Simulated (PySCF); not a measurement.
Mayer bond orders and bond lengths

Compound: 2-chlorobenzenesulfonyl chloride, C6H4Cl2O2S.
SMILES with atom numbers: `[O:1]=[S:2](=[O:3])([Cl:4])[c:5]1[cH:6][cH:7][cH:8][cH:9][c:10]1[Cl:11]` (hydrogens: H12 on C6; H13 on C7; H14 on C8; H15 on C9)

Cartesian coordinates in Å at the GFN2-xTB level; atoms count from 1:
```xyz
15
C6H4Cl2O2S angstrom
O      2.6708    0.5844    1.5469
S      2.3280    0.2875    0.1967
O      2.8042    1.1173   -0.8584
Cl     3.0891   -1.5582   -0.1713
C      0.5614    0.0054    0.0353
C     -0.0154   -1.2102   -0.2620
C     -1.3972   -1.2864   -0.3601
C     -2.1736   -0.1542   -0.1638
C     -1.5889    1.0651    0.1355
C     -0.2058    1.1405    0.2367
Cl     0.6142    2.5953    0.6045
H      0.6052   -2.0788   -0.4154
H     -1.8641   -2.2302   -0.5916
H     -3.2477   -0.2195   -0.2449
H     -2.1845    1.9499    0.2900
```

Bond orders from the PBE0/pcSseg-1 density (PySCF). Geometry: GFN2-xTB, one conformer, isolated molecule.

**Question.** Where do the orders between heavy atoms depart from those drawn in the SMILES?

**Answer.** The largest departure is 0.205, at S2–O3 (drawn double, 1.795) and O1–S2 (drawn double, 1.796), counting aromatic bonds as 1.5. Drawn single, order above 1.12: C10–Cl11 (1.155). Drawn single, order below 0.88: S2–Cl4 (0.861) and S2–C5 (0.851). The bonds drawn aromatic range from 1.30 to 1.44.

**Question.** Set the Mayer orders of the bonds between heavy atoms beside their lengths.

**Answer.** 
```json
{"bond": "O1–S2", "drawn as": "double", "length (Å)": "1.424", "Mayer order": "1.796"}
{"bond": "S2–O3", "drawn as": "double", "length (Å)": "1.424", "Mayer order": "1.795"}
{"bond": "S2–Cl4", "drawn as": "single", "length (Å)": "2.030", "Mayer order": "0.861"}
{"bond": "S2–C5", "drawn as": "single", "length (Å)": "1.796", "Mayer order": "0.851"}
{"bond": "C5–C6", "drawn as": "aromatic", "length (Å)": "1.378", "Mayer order": "1.396"}
{"bond": "C6–C7", "drawn as": "aromatic", "length (Å)": "1.387", "Mayer order": "1.440"}
{"bond": "C7–C8", "drawn as": "aromatic", "length (Å)": "1.387", "Mayer order": "1.433"}
{"bond": "C8–C9", "drawn as": "aromatic", "length (Å)": "1.385", "Mayer order": "1.428"}
{"bond": "C9–C10", "drawn as": "aromatic", "length (Å)": "1.389", "Mayer order": "1.371"}
{"bond": "C10–Cl11", "drawn as": "single", "length (Å)": "1.710", "Mayer order": "1.155"}
{"bond": "C10–C5", "drawn as": "aromatic", "length (Å)": "1.385", "Mayer order": "1.301"}
```

By pair of heavy elements: O–S: all 2 within 0.02 of one another (1.795 to 1.796). C–C: lowest C10–C5 (1.301, 1.385 Å), highest C6–C7 (1.440, 1.387 Å); in 4 of the 15 pairs the longer bond (by over 0.003 Å) has the higher order (by 0.02 or more).

**Question.** And the bonds to hydrogen?

**Answer.** C–H: 0.94 to 0.96 (4 bonds).

**Question.** Sum the orders of all bonds at each heavy atom with more than one neighbour and set the sums beside the valence in the SMILES.

**Answer.** S2 5.303 (drawn 6), C5 3.548 (drawn 4), C6 3.780 (drawn 4), C7 3.834 (drawn 4), C8 3.820 (drawn 4), C9 3.758 (drawn 4), C10 3.827 (drawn 4). Orders between atoms that aren't bonded are not in these sums.

The Mayer order sums products of elements of PS (density times overlap matrix) between the two atoms' basis functions, so it depends on the basis set.
